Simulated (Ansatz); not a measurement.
Reaction (substitution at a C–C bond): `COC(C)=N` + `C[Si](N)(O)Br` → `CO[Si](C)(N)Br` + `COC=N`

Gas-phase electronic energies from Ansatz, PBE0-D4/def2-TZVP geometries. CBS: MP2 limit from def2 TZ/QZ plus the TZ coupled-cluster correction, frozen cores. DFT in def2-TZVPP. For Br outer-core shells are correlated without core-valence functions, which leaves a few kJ/mol of doubt a bond. Scalar relativity is left out up to krypton. One conformer a species, not always the lowest.

Problem. Is it downhill or uphill in electronic energy at CCSD(T)/CBS, and by how much? (Best estimate.)

Solution. The calculation gave: Uphill: ΔE = +78.4 kJ/mol.

Problem. What do these levels give: PBE-D4, r2SCAN, PBE0, HF/def2-TZVPP, CCSD/def2-TZVPP, HF/CBS(def2)? (An estimate is asked.)

Solution. The calculation gave: PBE-D4 76.1, r2SCAN 80.2, PBE0 80.1, HF/def2-TZVPP 71.5, CCSD/def2-TZVPP 75.7, HF/CBS(def2) 71.2 kJ/mol.

Largest T1 diagnostic among the species: 0.014.

In def2-TZVPP, CCSD(T) changes the Hartree–Fock value by +4.4 kJ/mol (the triples alone add +0.2 kJ/mol) and MP2 by +8.9 kJ/mol.
